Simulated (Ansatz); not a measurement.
Molecular dynamics of BF3H2O

Input:

```yaml
crystal:
  periodic: [false, false, false]
  atoms:
    - { symbol: B, position_ang: [0.049004, -0.273098, -0.047847] }
    - { symbol: F, position_ang: [-0.017527, 0.09043, 1.531342] }
    - { symbol: F, position_ang: [1.162808, 0.223141, -0.540231] }
    - { symbol: F, position_ang: [-1.102402, 0.056788, -0.611399] }
    - { symbol: O, position_ang: [0.122084, -1.681452, 0.408448] }
    - { symbol: H, position_ang: [-0.592049, -2.241356, 0.134894] }
    - { symbol: H, position_ang: [0.019882, -1.028053, 1.439394] }
basis:
  gaussian: { orbitals: def2-SVP }
hamiltonian:
  xc: hf
md:
  timestep: 0.5
  n_steps: 200
  ensemble: nve
  temperature: 300.0
  initial_velocities: maxwell_boltzmann
  seed: 6615
```

Run as:

```bash
$ ansatz run input.yaml --threads 1 --pin off --max-ram 2048MiB --backend cpu --events-out ev --progress --plain --runs-dir out
```

It starts at the highest image of a converged band. Of that band: Neighbouring images differ by up to 1.3 eV, so the band resolves the path poorly. A vibrational analysis at the climbing image gives one clearly imaginary mode, 1605i cm⁻¹: a first-order saddle point.

Output, in part (one step line in 4, the closing report, with atoms numbered from 0):

```
md step     0: t =     0.00 fs  T =   300.0 K  F+E_penalty+E_count = -10853.43806702 eV  E_kin = 0.193890 eV  conserved = -10853.24417702 eV  (35 SCF iters)
md step     4: t =     2.00 fs  T =   252.0 K  F+E_penalty+E_count = -10853.40663733 eV  E_kin = 0.162895 eV  conserved = -10853.24374197 eV  (37 SCF iters)
md step     8: t =     4.00 fs  T =   183.2 K  F+E_penalty+E_count = -10853.36234542 eV  E_kin = 0.118406 eV  conserved = -10853.24393900 eV  (37 SCF iters)
md step    12: t =     6.00 fs  T =    99.3 K  F+E_penalty+E_count = -10853.30766301 eV  E_kin = 0.064183 eV  conserved = -10853.24348022 eV  (37 SCF iters)
md step    16: t =     8.00 fs  T =   102.6 K  F+E_penalty+E_count = -10853.31010753 eV  E_kin = 0.066321 eV  conserved = -10853.24378650 eV  (37 SCF iters)
md step    20: t =    10.00 fs  T =   157.8 K  F+E_penalty+E_count = -10853.34538354 eV  E_kin = 0.101990 eV  conserved = -10853.24339337 eV  (37 SCF iters)
md step    24: t =    12.00 fs  T =   332.3 K  F+E_penalty+E_count = -10853.45857422 eV  E_kin = 0.214789 eV  conserved = -10853.24378493 eV  (37 SCF iters)
md step    28: t =    14.00 fs  T =   556.3 K  F+E_penalty+E_count = -10853.60353029 eV  E_kin = 0.359564 eV  conserved = -10853.24396645 eV  (36 SCF iters)
md step    32: t =    16.00 fs  T =   870.3 K  F+E_penalty+E_count = -10853.80609684 eV  E_kin = 0.562478 eV  conserved = -10853.24361852 eV  (37 SCF iters)
md step    36: t =    18.00 fs  T =  1275.3 K  F+E_penalty+E_count = -10854.06911344 eV  E_kin = 0.824229 eV  conserved = -10853.24488492 eV  (36 SCF iters)
md step    40: t =    20.00 fs  T =  1558.2 K  F+E_penalty+E_count = -10854.25074613 eV  E_kin = 1.007042 eV  conserved = -10853.24370442 eV  (36 SCF iters)
md step    44: t =    22.00 fs  T =  1997.7 K  F+E_penalty+E_count = -10854.53646193 eV  E_kin = 1.291146 eV  conserved = -10853.24531628 eV  (36 SCF iters)
md step    48: t =    24.00 fs  T =  2198.8 K  F+E_penalty+E_count = -10854.66522114 eV  E_kin = 1.421058 eV  conserved = -10853.24416319 eV  (36 SCF iters)
md step    52: t =    26.00 fs  T =  2241.6 K  F+E_penalty+E_count = -10854.69445399 eV  E_kin = 1.448732 eV  conserved = -10853.24572213 eV  (36 SCF iters)
md step    56: t =    28.00 fs  T =  1994.2 K  F+E_penalty+E_count = -10854.53241829 eV  E_kin = 1.288841 eV  conserved = -10853.24357761 eV  (36 SCF iters)
md step    60: t =    30.00 fs  T =  2008.3 K  F+E_penalty+E_count = -10854.54212188 eV  E_kin = 1.297970 eV  conserved = -10853.24415154 eV  (37 SCF iters)
md step    64: t =    32.00 fs  T =  2209.8 K  F+E_penalty+E_count = -10854.67223209 eV  E_kin = 1.428194 eV  conserved = -10853.24403785 eV  (36 SCF iters)
md step    68: t =    34.00 fs  T =  2398.7 K  F+E_penalty+E_count = -10854.79638209 eV  E_kin = 1.550272 eV  conserved = -10853.24611028 eV  (36 SCF iters)
md step    72: t =    36.00 fs  T =  2157.1 K  F+E_penalty+E_count = -10854.63853665 eV  E_kin = 1.394129 eV  conserved = -10853.24440789 eV  (36 SCF iters)
md step    76: t =    38.00 fs  T =  1905.7 K  F+E_penalty+E_count = -10854.47565354 eV  E_kin = 1.231653 eV  conserved = -10853.24400068 eV  (37 SCF iters)
md step    80: t =    40.00 fs  T =  1881.2 K  F+E_penalty+E_count = -10854.45892168 eV  E_kin = 1.215788 eV  conserved = -10853.24313381 eV  (37 SCF iters)
md step    84: t =    42.00 fs  T =  2211.6 K  F+E_penalty+E_count = -10854.67438935 eV  E_kin = 1.429334 eV  conserved = -10853.24505502 eV  (37 SCF iters)
md step    88: t =    44.00 fs  T =  2435.5 K  F+E_penalty+E_count = -10854.81916800 eV  E_kin = 1.574090 eV  conserved = -10853.24507808 eV  (37 SCF iters)
md step    92: t =    46.00 fs  T =  2402.2 K  F+E_penalty+E_count = -10854.79788885 eV  E_kin = 1.552533 eV  conserved = -10853.24535535 eV  (36 SCF iters)
md step    96: t =    48.00 fs  T =  2096.1 K  F+E_penalty+E_count = -10854.59852748 eV  E_kin = 1.354736 eV  conserved = -10853.24379138 eV  (37 SCF iters)
md step   100: t =    50.00 fs  T =  1907.5 K  F+E_penalty+E_count = -10854.47679168 eV  E_kin = 1.232845 eV  conserved = -10853.24394674 eV  (37 SCF iters)
md step   104: t =    52.00 fs  T =  1929.9 K  F+E_penalty+E_count = -10854.49145697 eV  E_kin = 1.247309 eV  conserved = -10853.24414748 eV  (37 SCF iters)
md step   108: t =    54.00 fs  T =  2073.7 K  F+E_penalty+E_count = -10854.58510977 eV  E_kin = 1.340232 eV  conserved = -10853.24487809 eV  (37 SCF iters)
md step   112: t =    56.00 fs  T =  2082.4 K  F+E_penalty+E_count = -10854.59057226 eV  E_kin = 1.345877 eV  conserved = -10853.24469478 eV  (37 SCF iters)
md step   116: t =    58.00 fs  T =  1923.4 K  F+E_penalty+E_count = -10854.48739001 eV  E_kin = 1.243066 eV  conserved = -10853.24432407 eV  (59 SCF iters)
md step   120: t =    60.00 fs  T =  1758.3 K  F+E_penalty+E_count = -10854.38036711 eV  E_kin = 1.136400 eV  conserved = -10853.24396673 eV  (37 SCF iters)
md step   124: t =    62.00 fs  T =  1757.4 K  F+E_penalty+E_count = -10854.37969642 eV  E_kin = 1.135827 eV  conserved = -10853.24386979 eV  (37 SCF iters)
md step   128: t =    64.00 fs  T =  1934.6 K  F+E_penalty+E_count = -10854.49452156 eV  E_kin = 1.250317 eV  conserved = -10853.24420428 eV  (37 SCF iters)
md step   132: t =    66.00 fs  T =  2126.1 K  F+E_penalty+E_count = -10854.61882064 eV  E_kin = 1.374071 eV  conserved = -10853.24474948 eV  (37 SCF iters)
md step   136: t =    68.00 fs  T =  2136.6 K  F+E_penalty+E_count = -10854.62635169 eV  E_kin = 1.380871 eV  conserved = -10853.24548045 eV  (35 SCF iters)
md step   140: t =    70.00 fs  T =  1835.6 K  F+E_penalty+E_count = -10854.43082603 eV  E_kin = 1.186353 eV  conserved = -10853.24447283 eV  (36 SCF iters)
md step   144: t =    72.00 fs  T =  1577.4 K  F+E_penalty+E_count = -10854.26290839 eV  E_kin = 1.019499 eV  conserved = -10853.24340962 eV  (37 SCF iters)
md step   148: t =    74.00 fs  T =  1719.6 K  F+E_penalty+E_count = -10854.35535312 eV  E_kin = 1.111409 eV  conserved = -10853.24394417 eV  (37 SCF iters)
md step   152: t =    76.00 fs  T =  2023.0 K  F+E_penalty+E_count = -10854.55314957 eV  E_kin = 1.307440 eV  conserved = -10853.24570957 eV  (36 SCF iters)
md step   156: t =    78.00 fs  T =  1994.4 K  F+E_penalty+E_count = -10854.53360963 eV  E_kin = 1.288960 eV  conserved = -10853.24465006 eV  (36 SCF iters)
md step   160: t =    80.00 fs  T =  1842.6 K  F+E_penalty+E_count = -10854.43519627 eV  E_kin = 1.190860 eV  conserved = -10853.24433633 eV  (36 SCF iters)
md step   164: t =    82.00 fs  T =  1734.7 K  F+E_penalty+E_count = -10854.36485369 eV  E_kin = 1.121153 eV  conserved = -10853.24370020 eV  (37 SCF iters)
md step   168: t =    84.00 fs  T =  1776.1 K  F+E_penalty+E_count = -10854.39252109 eV  E_kin = 1.147867 eV  conserved = -10853.24465384 eV  (37 SCF iters)
md step   172: t =    86.00 fs  T =  1777.8 K  F+E_penalty+E_count = -10854.39318885 eV  E_kin = 1.148961 eV  conserved = -10853.24422770 eV  (37 SCF iters)
md step   176: t =    88.00 fs  T =  1769.4 K  F+E_penalty+E_count = -10854.38878039 eV  E_kin = 1.143594 eV  conserved = -10853.24518589 eV  (37 SCF iters)
md step   180: t =    90.00 fs  T =  1570.8 K  F+E_penalty+E_count = -10854.25907815 eV  E_kin = 1.015225 eV  conserved = -10853.24385350 eV  (37 SCF iters)
md step   184: t =    92.00 fs  T =  1409.8 K  F+E_penalty+E_count = -10854.15568015 eV  E_kin = 0.911138 eV  conserved = -10853.24454184 eV  (36 SCF iters)
md step   188: t =    94.00 fs  T =  1292.9 K  F+E_penalty+E_count = -10854.07885655 eV  E_kin = 0.835623 eV  conserved = -10853.24323360 eV  (38 SCF iters)
md step   192: t =    96.00 fs  T =  1501.7 K  F+E_penalty+E_count = -10854.21526521 eV  E_kin = 0.970533 eV  conserved = -10853.24473242 eV  (38 SCF iters)
md step   196: t =    98.00 fs  T =  1730.4 K  F+E_penalty+E_count = -10854.36241318 eV  E_kin = 1.118387 eV  conserved = -10853.24402599 eV  (37 SCF iters)
md step   200: t =   100.00 fs  T =  1914.1 K  F+E_penalty+E_count = -10854.48294940 eV  E_kin = 1.237113 eV  conserved = -10853.24583655 eV  (59 SCF iters)
Total energy: -10854.48294940 eV, -398.8948909575 hartree
Atom 0 at     0.021312     0.544603     0.300085 Å, force    -0.259656     0.241077     0.810945 eV/Å
Atom 1 at    -0.145257     1.386492     1.318147 Å, force     0.563649    -1.140954    -1.572195 eV/Å
Atom 2 at     1.161928     0.222836    -0.233043 Å, force     0.476983     0.659446     0.586158 eV/Å
Atom 3 at    -0.989113    -0.071491    -0.224537 Å, force    -0.790310     0.156819     0.179491 eV/Å
Atom 4 at     0.110949    -3.455636    -0.227108 Å, force     0.373131     1.658364    -0.889583 eV/Å
Atom 5 at    -0.635974    -3.034902    -0.658963 Å, force     0.373098    -0.557375     0.432389 eV/Å
Atom 6 at     0.826267    -2.848000    -0.473453 Å, force    -0.736896    -1.017377     0.452795 eV/Å
Dipole moment:     0.001105     0.422898    -0.238580 e Å
```

The run went to its last step. The conserved energy stayed within 0.29 meV per atom of its start (net change -0.24 meV per atom), so the integration is sound. The kinetic energy rose, since the run started high on the potential surface and went downhill. It ends in pieces (BF3 + H2O), so much of that is their flight and rotation, not heat. A run of 0.1 ps of so small a system gives no equilibrium averages. The orbitals stay closed-shell, which can raise the energy where a bond breaks towards radicals; this wasn't checked here.

Between its relaxed ends the band would form F2–H7 and break B1–F2, O5–H7. These pairs go: F2–H7 1.12 → 4.70 Å, B1–F2 1.62 → 1.33 Å, O5–H7 1.22 → 0.97 Å. In the last frame they stand as before the step (other bonds may differ from the relaxed reactants and products). Also parted: B1–O5 1.48 → 4.04 Å. It ends as BF3 + H2O. Pairs count as bonded within 1.25 times the sum of covalent radii (0.12 Å more for H–H).

Last frame:

```xyz
7
Properties=species:S:1:pos:R:3
B 0.021 0.545 0.300
F -0.145 1.387 1.318
F 1.162 0.223 -0.233
F -0.989 -0.071 -0.225
O 0.111 -3.456 -0.227
H -0.636 -3.035 -0.659
H 0.826 -2.848 -0.473
```

The run took 3.7 min on 1 thread of Arm Neoverse V1, with other jobs on the host, peak memory 0.16 GiB.
